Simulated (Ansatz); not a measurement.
Computed with Ansatz on PBE0-D4/def2-TZVP structures; ΔE is electronic, products minus reactants. CCSD(T)/CBS is the MP2 limit (def2-TZVPP, def2-QZVPP) plus CCSD(T) − MP2 in def2-TZVPP, frozen cores. DFT in def2-TZVPP. B3LYP here is the variant with VWN-RPA as its local correlation; programs differ in this. Each species was taken in one conformer, which may not be the lowest.

`CBNBN` + `FCOC[SiH3]` → `NBOCF` + `CBNC[SiH3]`  (redistribution)

(1) Is it downhill or uphill in electronic energy at CCSD(T)/CBS, and by how much? (Estimate.)

(2) What do these levels give: r2SCAN-D4, PBE0-D4, ωB97X-V, ωB97M-V, PBE, B3LYP, HF/def2-TZVPP, CCSD(T)/def2-TZVPP, HF/def2-QZVPP, HF/CBS(def2), MP2/CBS(def2), CCSD/CBS(def2)? (An estimate is asked.)

Largest T1 diagnostic among the species: 0.012.

## Answers

(1) Computed: Downhill: ΔE = -53.3 kJ/mol.

(2) The calculation gave: r2SCAN-D4 -51.6, PBE0-D4 -54.1, ωB97X-V -51.1, ωB97M-V -51.7, PBE -53.7, B3LYP -55.2, HF/def2-TZVPP -55.5, CCSD(T)/def2-TZVPP -54.0, HF/def2-QZVPP -55.7, HF/CBS(def2) -55.8, MP2/CBS(def2) -56.2, CCSD/CBS(def2) -54.1 kJ/mol.
